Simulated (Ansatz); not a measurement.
Relaxation of CH$_{6}$AlFOSi (11 atoms, charge 0, multiplicity 1), to a largest force component of 0.02 eV/Å in at most 50 steps.

Theory: Ansatz, UKS PBE0-D4/STO-3G.

```xyz
11
Properties=species:S:1:pos:R:3:forces:R:3
O -1.170 1.335 0.943 -0.99 2.18 0.99
Si 0.187 0.598 0.335 2.77 -2.13 1.26
Al 0.369 -1.529 1.314 0.74 -0.82 1.40
C 0.145 0.423 -1.521 -4.98 0.14 1.08
F -0.044 1.652 -2.119 0.25 1.50 -1.21
H -1.966 0.804 0.661 -0.42 -0.52 -0.37
H 1.400 1.413 0.672 -1.21 -0.25 -0.20
H 0.454 -2.820 0.403 -0.17 1.16 0.98
H 0.531 -1.647 2.957 -0.34 0.05 -2.60
H -0.817 -0.198 -1.747 1.72 0.40 0.05
H 0.975 -0.089 -1.877 2.63 -1.71 -1.39
```

Task: Where does it end, and by what steps?

Result: The run converged. The force dipped under the threshold on the way, but the program's further checks kept it going. Limits of this set-up: minimal basis. After 30 steps the energy has fallen by 0.864 eV; H8 moved furthest, 1.52 Å.

```json
{"step": "0", "energy less start (eV)": "0.0000", "largest force component (eV/Å)": "4.977", "accepted": "yes"}
{"step": "2", "energy less start (eV)": "-0.8263", "largest force component (eV/Å)": "0.339", "accepted": "yes"}
{"step": "4", "energy less start (eV)": "-0.8349", "largest force component (eV/Å)": "0.032", "accepted": "yes"}
{"step": "6", "energy less start (eV)": "-0.8362", "largest force component (eV/Å)": "0.069", "accepted": "yes"}
{"step": "8", "energy less start (eV)": "-0.8377", "largest force component (eV/Å)": "0.114", "accepted": "yes"}
{"step": "10", "energy less start (eV)": "-0.8395", "largest force component (eV/Å)": "0.185", "accepted": "yes"}
{"step": "12", "energy less start (eV)": "-0.8444", "largest force component (eV/Å)": "0.139", "accepted": "yes"}
{"step": "14", "energy less start (eV)": "-0.8457", "largest force component (eV/Å)": "0.148", "accepted": "yes"}
{"step": "16", "energy less start (eV)": "-0.8513", "largest force component (eV/Å)": "0.205", "accepted": "yes"}
{"step": "18", "energy less start (eV)": "-0.8564", "largest force component (eV/Å)": "0.019", "accepted": "yes"}
{"step": "20", "energy less start (eV)": "-0.8582", "largest force component (eV/Å)": "0.063", "accepted": "yes"}
{"step": "22", "energy less start (eV)": "-0.8602", "largest force component (eV/Å)": "0.110", "accepted": "yes"}
{"step": "24", "energy less start (eV)": "-0.8622", "largest force component (eV/Å)": "0.091", "accepted": "yes"}
{"step": "26", "energy less start (eV)": "-0.8634", "largest force component (eV/Å)": "0.044", "accepted": "yes"}
{"step": "28", "energy less start (eV)": "-0.8638", "largest force component (eV/Å)": "0.013", "accepted": "yes"}
{"step": "30", "energy less start (eV)": "-0.8638", "largest force component (eV/Å)": "0.006", "accepted": "yes"}
```

```xyz
11
Properties=species:S:1:pos:R:3
O -0.916 1.588 1.069
Si 0.259 0.537 0.359
Al 0.481 -1.552 1.310
C -0.088 0.365 -1.526
F -0.037 1.579 -2.238
H -1.779 1.051 1.023
H 1.474 1.322 0.452
H 1.731 -2.353 1.087
H -0.629 -2.139 2.133
H -1.083 -0.110 -1.688
H 0.653 -0.345 -1.960
```

Time of the run: 2.2 min on 1 thread of Arm Neoverse V1, on a shared host, peak memory 0.2 GiB.
